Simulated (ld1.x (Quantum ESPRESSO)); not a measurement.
**barium: one change to a TM potential, before and after**

ld1.x (Quantum ESPRESSO) 7.5 input, shortened:

```
&input
   title='Ba', zed=56., rel=1, dft='PBESOL', iswitch=3,
   config='[Xe] 5d0 6s1.5 6p0'
 /
 &inputp
   pseudotype=2, tm=.true., lloc=1,
   nlcc=.true., rcore=2.85
 /
3
6S  1  0   1.50   0.00  3.00  3.00  0.0
5D  3  2   0.00   0.00  4.20  4.20  0.0
6P  2  1   0.00   0.00  4.20  4.20  0.0
 &test
   configts(1)='5d0 6s1.5 6p0'
 /
```

Change: reference 5d0 6s2 6p0.

Cutoffs: the cutoffs (Ry, on a coarse ladder) from which the occupation-weighted sum of valence levels, in a spherical-Bessel basis at the reference potential, stays within 10 and 1 mRy of its value at 400 Ry; they do not see the model core or the augmentation charge, which bear on the density cutoff. Errors are all-electron minus pseudo energies relative to the spin-unpolarised reference configuration.

Q: What does the change do?

A: The potential gets harder (6 Ry and 15 Ry → 8 Ry and 15 Ry); both files keep a bound ghost (s); the number of tests that count goes from 7 to 6.

| quantity | base | changed |
| --- | --- | --- |
| cutoff, loose | 6 Ry | 8 Ry |
| cutoff, tight | 15 Ry | 15 Ry |
| bound ghosts | s | s |
| tests counted (converged, no solver errors) | 7 of 7 | 6 of 7 |
| s: phases at 4.57 bohr within 0.05 rad from the reference energy up to (Ry; the scan ends near 5) | -0.3 | 0.1 |
| p: phases at 4.57 bohr within 0.05 rad from the reference energy up to (Ry; the scan ends near 5) | 0.2 | 0.1 |
| d: phases at 4.57 bohr within 0.05 rad from the reference energy up to (Ry; the scan ends near 5) | 0.1 | 0.3 |

Changed file: Tests not counted: 5d0.5 6s1.5 6p0 (pseudo-atom not self-consistent, printed error +28 meV). A true bound ghost makes a file unfit for plane-wave use even where its test errors are small: the radial tests pick states by their node count and pass the ghost by.
